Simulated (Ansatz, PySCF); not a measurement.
Gas-phase reaction in SMILES: CO[Si](Cl)(OC)OC + 3 O (H2O) + 3 [SiH4] (SiH4) → 3 CO (CH4O) + 3 O[SiH3] [hydroxysilane] + [SiH3]Cl
Structures are relaxed separately at B3LYP-D3(BJ)/def2-TZVP in Ansatz (a first-principles code), one conformer each, not searched for the lowest. Frequencies are from Ansatz or PySCF.
Geometry of the first species:
```xyz
17

C      0.9206     2.5731    -0.0901
O     -0.1230     1.6739     0.2662
Si    -0.0486     0.0603     0.2031
Cl     0.4152    -0.5157    -1.7365
O      1.1038    -0.4807     1.1994
C      1.5014    -1.8375     1.3586
O     -1.4773    -0.5767     0.6107
C     -2.7062    -0.3825    -0.0796
H      1.2207     2.4268    -1.1302
H      1.7885     2.4337     0.5577
H      0.5410     3.5862     0.0331
H      2.3202    -1.8606     2.0760
H      0.6741    -2.4404     1.7387
H      1.8447    -2.2553     0.4094
H     -2.6261    -0.7171    -1.1164
H     -2.9967     0.6700    -0.0627
H     -3.4679    -0.9722     0.4282
```

Wanted: bond separation energy (enthalpy at 298 K, with B3LYP-D3(BJ) rigid-rotor harmonic-oscillator terms), in kcal/mol. Cores are frozen in the correlated levels unless marked. Spin-orbit coupling is left out. Non-relativistic. CBS(X,Y): correlation extrapolated as X^-3; Hartree-Fock from the larger set. [CCSD(T)-MP2]/basis is that difference in the basis named.

Level to compare with: RI-MP2/CBS(aug-cc-pV(T+d)Z,aug-cc-pV(Q+d)Z)+[CCSD(T)-MP2]/aug-cc-pV(T+d)Z (Ansatz), 26.3 kcal/mol. It is a level with limits of its own, and the differences hold the functionals' basis error too.

### Question
Rank these functionals by how close they come to RI-MP2/CBS(aug-cc-pV(T+d)Z,aug-cc-pV(Q+d)Z)+[CCSD(T)-MP2]/aug-cc-pV(T+d)Z, closest first: revPBE/def2-TZVPD (Ansatz); B3LYP/def2-TZVPD (Ansatz); wB97X-V/def2-TZVPD (Ansatz).

### Answer
wB97X-V/def2-TZVPD (range-separated hybrid with VV10, 25.4 kcal/mol, difference -0.9), B3LYP/def2-TZVPD (global hybrid, 20.1 kcal/mol, difference -6.2), revPBE/def2-TZVPD (GGA, 18.9 kcal/mol, difference -7.4)
